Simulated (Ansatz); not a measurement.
C2H7NSi, SMILES `C/C=N\[SiH3]` at its PBE0-D4/def2-TZVP geometry, where that method's forces vanish. The species carries charge 0 and has multiplicity 1.

```xyz
11

C     1.2523   -0.5051    0.8412
C     0.1082    0.4275    1.0793
N    -0.8299    0.7359    0.2994
Si   -1.2131    0.2542   -1.3168
H     2.1969    0.0327    0.9705
H     1.2423   -1.2985    1.5952
H     1.2252   -0.9518   -0.1523
H     0.1132    0.8914    2.0782
H    -0.2853   -0.7183   -1.9721
H    -1.2440    1.4872   -2.1426
H    -2.5660   -0.3552   -1.2801
```

Task: What forces (eV/Å) does B3LYP-D4/def2-TZVPP give on these atoms in Ansatz 0.2.0? (An estimate is asked.)

Result: The calculation gave: 
```
C1   0.159 -0.127 -0.031
C2  -0.043  0.128  0.209
N3  -0.062  0.021 -0.051
Si4 -0.095 -0.016 -0.180
H5  -0.031 -0.033 -0.010
H6   0.010  0.025 -0.037
H7   0.024  0.016  0.070
H8   0.013 -0.031 -0.048
H9  -0.061  0.064  0.043
H10  0.002 -0.080  0.045
H11  0.085  0.035 -0.009
```

B3LYP here is the variant with VWN-RPA as its local correlation; programs differ in this.
